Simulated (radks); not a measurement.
Initial-state core-level shifts of neutral gallium when its valence configuration changes from [Ar] 3d10 4s2 4p1. Method: Dirac Kohn-Sham, PBE, spin-unpolarised, spherical densities, point nucleus; open shells fill j = l - 1/2 first; computed with a radial shooting solver on a logarithmic mesh with Libxc functionals. Shifts are changes of the shell-averaged eigenvalues in eV (positive: less bound).

| valence | 2s | 2p | 3s | 3p |
|---|---|---|---|---|
| 3d9 4s2 4p2 | -11.250 | -11.158 | -9.751 | -9.537 |
| 3d10 4s1.5 4p1.5 | -0.927 | -0.929 | -0.965 | -0.965 |
| 3d10 4s1 4p2 | -1.799 | -1.803 | -1.875 | -1.874 |
| 3d8 4s2 4p3 | -23.795 | -23.598 | -20.110 | -19.657 |
| 3d8 4p5 | -26.859 | -26.654 | -23.223 | -22.753 |
| 3d10 4p3 | -3.511 | -3.518 | -3.668 | -3.665 |
| 3d9 4p4 | -14.548 | -14.455 | -13.147 | -12.921 |
| 3d9.5 4s2 4p1.5 | -5.474 | -5.430 | -4.808 | -4.705 |
